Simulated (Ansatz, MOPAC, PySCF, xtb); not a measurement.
Diatomic PS+, closed-shell singlet (lowest of 2S+1 = 1, 3, 5 at CCSD(T)/def2-TZVPP on PBE0 minima; our sources give no spin for the ground state, which may be another).

The constants come from a fifth-degree fit in 1/R (seven points, main isotopes). In def2 and cc sets the state is the lowest found near the PBE0 minimum, followed along R. The singlet is held restricted. HF and MP2 rows in def2 and cc sets belong to the determinant that coupled cluster picked by its CCSD energy.

Run with Ansatz (Gaussian orbitals); MOPAC for PM3, PM6 (differences of heats of formation); PySCF for 3-21G rows, 6-31G* rows, STO-3G rows; xtb for the GFN methods. 

```json
[
 {"level": "PM3", "r_e (Å)": "1.796", "ω_e (cm⁻¹)": "706", "α_e (cm⁻¹)": "0.00027", "B_e (cm⁻¹)": "0.332"},
 {"level": "PM6", "r_e (Å)": "1.750", "ω_e (cm⁻¹)": "845", "α_e (cm⁻¹)": "0.00093", "B_e (cm⁻¹)": "0.350"},
 {"level": "GFN2-xTB", "r_e (Å)": "1.862", "ω_e (cm⁻¹)": "889", "α_e (cm⁻¹)": "0.0019", "B_e (cm⁻¹)": "0.309"},
 {"level": "HF/STO-3G", "r_e (Å)": "1.811", "ω_e (cm⁻¹)": "1055", "α_e (cm⁻¹)": "0.00097", "B_e (cm⁻¹)": "0.327"},
 {"level": "HF/3-21G", "r_e (Å)": "1.886", "ω_e (cm⁻¹)": "813", "α_e (cm⁻¹)": "0.0014", "B_e (cm⁻¹)": "0.301"},
 {"level": "HF/6-31G*", "r_e (Å)": "1.792", "ω_e (cm⁻¹)": "985", "α_e (cm⁻¹)": "0.0012", "B_e (cm⁻¹)": "0.334"},
 {"level": "HF/aug-cc-pV(T+d)Z", "r_e (Å)": "1.786", "ω_e (cm⁻¹)": "988", "α_e (cm⁻¹)": "0.0012", "B_e (cm⁻¹)": "0.336"},
 {"level": "HF/def2-TZVPP", "r_e (Å)": "1.785", "ω_e (cm⁻¹)": "991", "α_e (cm⁻¹)": "0.0012", "B_e (cm⁻¹)": "0.336"},
 {"level": "HF/aug-cc-pV(5+d)Z", "r_e (Å)": "1.783", "ω_e (cm⁻¹)": "990", "α_e (cm⁻¹)": "0.0012", "B_e (cm⁻¹)": "0.337"},
 {"level": "SVWN5/def2-TZVPP", "r_e (Å)": "1.829", "ω_e (cm⁻¹)": "855", "α_e (cm⁻¹)": "0.0015", "B_e (cm⁻¹)": "0.320"},
 {"level": "r2SCAN/def2-TZVPP", "r_e (Å)": "1.827", "ω_e (cm⁻¹)": "873", "α_e (cm⁻¹)": "0.0014", "B_e (cm⁻¹)": "0.321"},
 {"level": "B97M-V/def2-TZVPP", "r_e (Å)": "1.819", "ω_e (cm⁻¹)": "890", "α_e (cm⁻¹)": "0.0014", "B_e (cm⁻¹)": "0.324"},
 {"level": "B3LYP/def2-TZVPP", "r_e (Å)": "1.826", "ω_e (cm⁻¹)": "871", "α_e (cm⁻¹)": "0.0014", "B_e (cm⁻¹)": "0.321"},
 {"level": "PBE0/def2-TZVPP", "r_e (Å)": "1.817", "ω_e (cm⁻¹)": "897", "α_e (cm⁻¹)": "0.0014", "B_e (cm⁻¹)": "0.324"},
 {"level": "CAM-B3LYP/def2-TZVPP", "r_e (Å)": "1.808", "ω_e (cm⁻¹)": "916", "α_e (cm⁻¹)": "0.0013", "B_e (cm⁻¹)": "0.328"},
 {"level": "wB97X-V/def2-TZVPP", "r_e (Å)": "1.804", "ω_e (cm⁻¹)": "939", "α_e (cm⁻¹)": "0.0013", "B_e (cm⁻¹)": "0.329"},
 {"level": "B2PLYP/def2-TZVPP", "r_e (Å)": "1.836", "ω_e (cm⁻¹)": "834", "α_e (cm⁻¹)": "0.0016", "B_e (cm⁻¹)": "0.318"},
 {"level": "MP2/6-31G*", "r_e (Å)": "1.863", "ω_e (cm⁻¹)": "785", "α_e (cm⁻¹)": "0.0018", "B_e (cm⁻¹)": "0.309"},
 {"level": "MP2/aug-cc-pV(Q+d)Z", "r_e (Å)": "1.843", "ω_e (cm⁻¹)": "813", "α_e (cm⁻¹)": "0.0017", "B_e (cm⁻¹)": "0.316"},
 {"level": "MP2/def2-QZVPP", "r_e (Å)": "1.842", "ω_e (cm⁻¹)": "814", "α_e (cm⁻¹)": "0.0017", "B_e (cm⁻¹)": "0.316"},
 {"level": "MP2/CBS(def2-TZVPP, def2-QZVPP)", "r_e (Å)": "1.840", "ω_e (cm⁻¹)": "817", "α_e (cm⁻¹)": "0.0017", "B_e (cm⁻¹)": "0.316"},
 {"level": "MP2/CBS(aug-cc-pV(Q+d)Z, aug-cc-pV(5+d)Z)", "r_e (Å)": "1.838", "ω_e (cm⁻¹)": "818", "α_e (cm⁻¹)": "0.0017", "B_e (cm⁻¹)": "0.317"},
 {"level": "SCS-MP2/def2-QZVPP", "r_e (Å)": "1.838", "ω_e (cm⁻¹)": "828", "α_e (cm⁻¹)": "0.0017", "B_e (cm⁻¹)": "0.317"},
 {"level": "CCSD/aug-cc-pV(T+d)Z", "r_e (Å)": "1.826", "ω_e (cm⁻¹)": "880", "α_e (cm⁻¹)": "0.0014", "B_e (cm⁻¹)": "0.321"},
 {"level": "CCSD/def2-TZVPP", "r_e (Å)": "1.825", "ω_e (cm⁻¹)": "885", "α_e (cm⁻¹)": "0.0014", "B_e (cm⁻¹)": "0.322"},
 {"level": "CCSD(T)/aug-cc-pV(T+d)Z", "r_e (Å)": "1.843", "ω_e (cm⁻¹)": "832", "α_e (cm⁻¹)": "0.0016", "B_e (cm⁻¹)": "0.316"},
 {"level": "CCSD(T)/def2-TZVPP", "r_e (Å)": "1.841", "ω_e (cm⁻¹)": "838", "α_e (cm⁻¹)": "0.0016", "B_e (cm⁻¹)": "0.316"},
 {"level": "CCSD(T)/aug-cc-pV(Q+d)Z", "r_e (Å)": "1.835", "ω_e (cm⁻¹)": "844", "α_e (cm⁻¹)": "0.0015", "B_e (cm⁻¹)": "0.318"},
 {"level": "CCSD(T)/aug-cc-pV(5+d)Z", "r_e (Å)": "1.832", "ω_e (cm⁻¹)": "847", "α_e (cm⁻¹)": "0.0015", "B_e (cm⁻¹)": "0.319"},
 {"level": "CCSD(T)/CBS(aug-cc-pV(Q+d)Z, aug-cc-pV(5+d)Z)", "r_e (Å)": "1.830", "ω_e (cm⁻¹)": "850", "α_e (cm⁻¹)": "0.0015", "B_e (cm⁻¹)": "0.320"}
]
```

Frozen-core correlation. CBS(a, b) extrapolates the correlation energy as X⁻³ and adds the Hartree–Fock energy of set b. Rows in 3-21G, 6-31G*, STO-3G carry no dispersion term and start afresh at each structure (6-31G* with six Cartesian d functions). MP2/6-31G* freezes PySCF's default core. The state that PM3, PM6 reach isn't checked.

Doubts at one or more of the structures used: a restricted determinant that unrestricted orbitals would lower (HF/aug-cc-pV(T+d)Z, HF/def2-TZVPP, HF/aug-cc-pV(5+d)Z, MP2/aug-cc-pV(Q+d)Z, MP2/def2-QZVPP, MP2/CBS(def2-TZVPP, def2-QZVPP), MP2/CBS(aug-cc-pV(Q+d)Z, aug-cc-pV(5+d)Z), SCS-MP2/def2-QZVPP, CCSD/aug-cc-pV(T+d)Z, CCSD/def2-TZVPP, CCSD(T)/aug-cc-pV(T+d)Z, CCSD(T)/def2-TZVPP, CCSD(T)/aug-cc-pV(Q+d)Z, CCSD(T)/aug-cc-pV(5+d)Z, CCSD(T)/CBS(aug-cc-pV(Q+d)Z, aug-cc-pV(5+d)Z)).

Ansatz is a quantum-chemistry and plane-wave program.
